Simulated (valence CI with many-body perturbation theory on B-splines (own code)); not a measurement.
**Forbidden lines of Kr12+**

Level of theory: relativistic CI+MBPT: six valence electrons over a frozen Dirac-Fock core [Ar], a basis of 7 s, 7 p, 8 d, 6 f, 4 g, 1 h functions for each j, with the one-electron correlation potential Σ1, the two-electron term Σ2, the three-electron term Σ3, Breit, model QED; selected CI, second order for the rest, scaled by the run's own slope (own B-spline code, finite nucleus).

No measured levels were compared; by estimate terms of the open shell hold to 2 to 4 % of their energy, and close levels can change places. Core correlation moves these levels by up to 5800 cm⁻¹, and in measured spectra 5 to 20 % of such shifts remained as error; rates that hang on mixing are uncertain with them. Among the levels kept, up to 690 cm⁻¹ of a level comes from second order outside the variational space, and about a tenth of that is noise between levels of different J, which matters for small intervals. Only levels of the ground parity were solved; by the run's estimate the other parity begins above the list, which can be wrong where configurations are misplaced.

Lines 1 to 50 of 120 in falling wavelength, among levels below 268340 cm⁻¹, chosen from the decays that carry over 1 % of a level's rate. Wavelengths and rates use the calculated energies, so an error of 2000 cm⁻¹ moves a line at 13280 Å by 27 % and its rate by three times that or more. Weak lines are less certain than strong ones. Lines between different terms over intervals too small for the method are left out, as are lines whose strength nearly cancels. Intervals below about 2000 cm⁻¹, as at the head of this list, are uncertain by tens of per cent. Branching is blank where the lifetime is uncertain.

Names give the largest LS component (configuration and term), which can be under half, so a name can repeat, a term be missing and a line seem to break the LS rules; names also repeat where a configuration has a term twice. Letters in brackets count levels of one name in rising energy.

```tsv
λ vac (Å)	Upper	Lower	Type	A (s⁻¹)	Branch %
1.363e+05	3d6 5D_0	3d6 5D_1	M1	6.21e-02	100.0
68880	3d6 3H_5	3d6 3H_6	M1	6.14e-02	8.3
47330	3d6 5D_1	3d6 5D_2	M1	8.62e-01	100.0
42270	3d6 3H_5	3d6 3H_4 [a]	M1	1.83e-01	24.9
34370	3d6 5D_2	3d6 5D_3	M1	1.54e+00	100.0
24380	3d6 3G_4	3d6 3G_5	M1	1.47e+00	4.7
17420	3d6 5D_3	3d6 5D_4	M1	6.51e+00	100.0
15500	3d6 3H_4 [b]	3d6 3H_5	M1	3.15e+00	3.0
13280	3d6 3G_5	3d6 3H_4 [b]	M1	1.84e+00	5.4
12250	3d6 3F_3 [a]	3d6 3H_4 [a]	M1	7.51e+00	7.1
11340	3d6 3H_4 [b]	3d6 3H_4 [a]	M1	1.37e+01	13.3
8598	3d6 3G_4	3d6 3H_4 [b]	M1	6.04e+00	19.3
8323	3d6 3G_3	3d6 3F_2 [a]	M1	7.91e+00	14.9
8139	3d6 3G_4	3d6 3F_3 [a]	M1	6.76e-01	2.2
7515	3d6 3G_3	3d6 3H_4 [b]	M1	2.62e+00	5.0
7162	3d6 3G_3	3d6 3F_3 [a]	M1	1.46e+01	27.6
7153	3d6 3G_5	3d6 3H_5	M1	1.05e+01	30.5
6977	3d6 1I_6	3d6 3G_5	M1	5.75e-01	1.2
6698	3d6 1G_4 [a]	3d6 3G_3	M1	1.99e+00	1.0
6480	3d6 3G_5	3d6 3H_6	M1	2.04e+01	59.4
6444	3d6 3P_1 [a]	3d6 3P_2 [a]	M1	9.05e+01	32.4
6293	3d6 1D_2 [a]	3d6 3D_3	M1	1.07e+01	5.8
6196	3d6 3D_1	3d6 3P_0 [a]	M1	2.53e+00	2.4
6158	3d6 1D_2 [a]	3d6 3D_1	M1	9.55e+00	5.2
6118	3d6 3G_5	3d6 3H_4 [a]	M1	4.67e-01	1.4
5680	3d6 3D_1	3d6 3P_1 [a]	M1	1.17e+01	11.0
5530	3d6 3G_4	3d6 3H_5	M1	6.71e+00	21.4
5518	3d6 1D_2 [a]	3d6 3D_2	M1	2.64e+00	1.4
4829	3d6 1G_4 [a]	3d6 3G_5	M1	7.04e+00	3.6
4520	3d6 3G_3	3d6 3H_4 [a]	M1	1.13e+01	21.4
4497	3d6 3D_2	3d6 3F_3 [a]	M1	6.61e+00	8.3
4470	3d6 3F_4	3d6 1F_3	M1	2.23e+01	
4441	3d6 3D_3	3d6 3F_2 [a]	M1	1.51e+00	1.1
4200	3d6 3D_3	3d6 3H_4 [b]	M1	1.47e+00	1.1
4087	3d6 3D_3	3d6 3F_3 [a]	M1	3.49e+00	2.5
3789	3d6 1D_2 [a]	3d6 3G_3	M1	5.07e+00	2.8
3546	3d6 1F_3	3d6 3D_3	M1	8.25e+00	12.4
3541	3d6 1G_4 [a]	3d6 3H_4 [b]	M1	9.14e+01	47.2
3532	3d6 1I_6	3d6 3H_5	M1	1.60e+01	33.0
3461	3d6 1G_4 [a]	3d6 3F_3 [a]	M1	2.72e+01	14.0
3360	3d6 1I_6	3d6 3H_6	M1	3.20e+01	65.8
3286	3d6 1F_3	3d6 3D_2	M1	8.01e+00	12.1
3276	3d6 3P_1 [b]	3d6 1D_2 [a]	M1	1.02e+01	
3273	3d6 3P_1 [b]	3d6 1S_0 [a]	M1	3.34e+01	
3201	3d6 3D_2	3d6 3P_2 [a]	M1	2.19e+01	27.7
3065	3d6 3D_3	3d6 3H_4 [a]	M1	4.96e+00	3.6
2988	3d6 3D_3	3d6 3P_2 [a]	M1	2.18e+01	15.8
2957	3d6 1S_0 [a]	3d6 3P_1 [a]	M1	3.71e+02	99.4
2955	3d6 1D_2 [a]	3d6 3P_1 [a]	M1	1.18e+01	6.4
2883	3d6 1G_4 [a]	3d6 3H_5	M1	5.84e+01	30.2
```
